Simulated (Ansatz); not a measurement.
Geometry optimisation, UKS PBE/cc-pVDZ (Ansatz 0.2.0).

input.yaml

```yaml
crystal:
  periodic: [false, false, false]
  atoms:
    - { symbol: C, position_ang: [-0.4756, 1.4602, -1.5986] }
    - { symbol: C, position_ang: [0.0822, 0.8084, -0.8364] }
    - { symbol: C, position_ang: [0.7969, -0.0279, 0.0901] }
    - { symbol: Al, position_ang: [-0.3643, -1.1509, 1.1406] }
    - { symbol: H, position_ang: [-1.0577, 2.1068, -2.308] }
    - { symbol: H, position_ang: [1.5293, -0.666, -0.459] }
    - { symbol: H, position_ang: [1.4312, 0.6167, 0.805] }
    - { symbol: H, position_ang: [-0.2948, -2.7359, 1.0609] }
    - { symbol: H, position_ang: [-1.5588, -0.4577, 2.0883] }
magnetization:
  spin_polarized: true
basis:
  gaussian: { orbitals: cc-pVDZ }
hamiltonian:
  xc: pbe
relax:
  f_tol: 0.02
  max_steps: 50
```

Launched with:

```bash
$ ansatz run input.yaml --threads 2 --pin off --max-ram 3072MiB --backend cpu --events-out ev --progress --plain --runs-dir out
```

Q: Where does it end, and by what steps?

A: It converged. After 20 steps the energy has fallen by 1.018 eV; H8 moved furthest, 1.27 Å. Joined: C1–Al4 (3.79 → 2.08 Å), C2–Al4 (2.82 → 2.14 Å).

| step | energy less start (eV) | largest force component (eV/Å) | accepted |
| --- | --- | --- | --- |
| 0 | 0.0000 | 7.407 | yes |
| 1 | -0.4926 | 0.768 | yes |
| 2 | -0.5160 | 0.273 | yes |
| 3 | -0.5378 | 0.284 | yes |
| 4 | -0.5570 | 0.332 | yes |
| 5 | -0.5912 | 0.434 | yes |
| 6 | -0.6309 | 0.351 | yes |
| 7 | -0.6765 | 0.328 | yes |
| 8 | -0.7304 | 0.450 | yes |
| 9 | -0.7925 | 0.680 | yes |
| 10 | -0.8496 | 0.772 | yes |
| 11 | -0.8852 | 0.597 | yes |
| 12 | -0.9266 | 0.537 | yes |
| 13 | -0.9240 | 1.548 | no |
| 14 | -0.9756 | 0.457 | yes |
| 15 | -1.0079 | 0.271 | yes |
| 16 | -1.0068 | 0.405 | no |
| 17 | -1.0157 | 0.337 | yes |
| 18 | -1.0151 | 0.399 | no |
| 19 | -1.0174 | 0.046 | yes |
| 20 | -1.0177 | 0.009 | yes |

```xyz
9
Properties=species:S:1:pos:R:3
C -0.870 0.710 -1.041
C 0.364 0.644 -0.658
C 1.342 0.143 0.161
Al -0.864 -0.655 0.525
H -1.419 1.259 -1.810
H 2.007 -0.655 -0.207
H 1.704 0.744 1.012
H -0.855 -2.188 0.067
H -1.321 -0.048 1.933
```

The run took 21 s on 2 threads of Intel(R) Xeon(R) 6975P-C (Granite Rapids), with other jobs on the host, peak memory 0.17 GiB.
